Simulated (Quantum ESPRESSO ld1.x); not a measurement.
Problem. These are the eigenvalues of the occupied orbitals of an atom or ion with whole-number occupations (eV). All-electron calculation, non-relativistic Kohn-Sham, LDA (Slater exchange, Perdew-Wang correlation), spin-polarised, spherical densities, point nucleus. Program: ld1.x of Quantum ESPRESSO 7.5.

1s up: -2206.67
1s down: -2204.51
2s up: -291.267
2s down: -287.859
2p up: -245.919
2p down: -242.047

Which element is it, and in what charge state? The configuration may be excited. Open shells, if any, are filled with parallel spins first.

Solution. Z = 15, phosphorus, charge +6: P6+ in [He] 2s2 2p5. The list shows which subshells hold electrons but not how many an open one holds; the 1s level, -81.093 hartree, gives Z - s = 12.7 by -(Z - s)^2/2, which with screening narrows Z to a few neighbours, and the depths of the outer levels then fix element, charge and occupations together.
